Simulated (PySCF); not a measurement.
Isomers of C6H12Ge, mass 158.015 u with the commonest isotopes. The calculation used PySCF, PBE0-D3(BJ)/def2-SVP geometry optimisation, gas phase. One conformer each, none proved a minimum here; rigid rotors.

Question: Order these by radius of gyration √(Σ m r²/M), smallest first.
A. `[CH2:1]=[C:2]([CH3:3])[C@@H:4]1[CH2:5][C@@H:6]1[GeH3:7]` with C1–C2–C4–C5 -13°
B. `[CH2:1]=[C:2]([CH3:3])[C@@H:4]1[CH2:5][C@H:6]1[GeH3:7]` with C1–C2–C4–C5 32°
C. `[CH3:1][CH:2]([CH3:3])[CH2:4][C:5]#[C:6][GeH3:7]` with C1–C2–C4–C5 63°
D. `[CH3:1][CH2:2][C:3]1=[CH:4][CH2:5][GeH2:6][CH2:7]1` with C1–C2–C3–C4 -116°

Answer: A (1.894 Å), D (1.978 Å), B (2.202 Å), C (2.504 Å).

Question: Order these by rotational constant C, largest first.
A. `[CH2:1]=[C:2]([CH3:3])[C@@H:4]1[CH2:5][C@H:6]1[GeH3:7]` with C1–C2–C4–C5 32°
B. `[CH3:1][CH:2]([CH3:3])[CH2:4][C:5]#[C:6][GeH3:7]` with C1–C2–C4–C5 63°
C. `[CH2:1]=[C:2]([CH3:3])[C@@H:4]1[CH2:5][C@@H:6]1[GeH3:7]` with C1–C2–C4–C5 -13°
D. `[CH3:1][CH2:2][C:3]1=[CH:4][CH2:5][GeH2:6][CH2:7]1` with C1–C2–C3–C4 -116°

Answer: C (1008 MHz), D (846.4 MHz), A (697.1 MHz), B (542.6 MHz).

Question: Order these by rotational constant A, largest first.
A. `[CH2:1]=[C:2]([CH3:3])[C@@H:4]1[CH2:5][C@@H:6]1[GeH3:7]` with C1–C2–C4–C5 -13°
B. `[CH3:1][CH2:2][C:3]1=[CH:4][CH2:5][GeH2:6][CH2:7]1` with C1–C2–C3–C4 -116°
C. `[CH3:1][CH:2]([CH3:3])[CH2:4][C:5]#[C:6][GeH3:7]` with C1–C2–C4–C5 63°

Answer: C (4108 MHz), B (3992 MHz), A (2551 MHz).

| SMILES | point group | Ia (u·Å²) | Ib (u·Å²) | Ic (u·Å²) | κ | μa (D) | μb (D) | μc (D) |
| --- | --- | --- | --- | --- | --- | --- | --- | --- |
| C=C(C)[C@@H]1C[C@@H]1[GeH3] | C1 | 198.14 | 434.40 | 501.62 | -0.80 | 0.55 | 0.50 | 0.65 |
| CCC1=C[CH2][GeH2][CH2]1 | C1 | 126.59 | 513.02 | 597.10 | -0.91 | 0.53 | 0.01 | 0.02 |
| CC(C)CC#[C][GeH3] | – | 123.02 | 926.63 | 931.36 | -1.00 | 1.07 | 0.13 | 0.00 |
| C=C(C)[C@@H]1C[C@H]1[GeH3] | C1 | 125.80 | 681.02 | 724.97 | -0.97 | 0.40 | 0.11 | 0.29 |
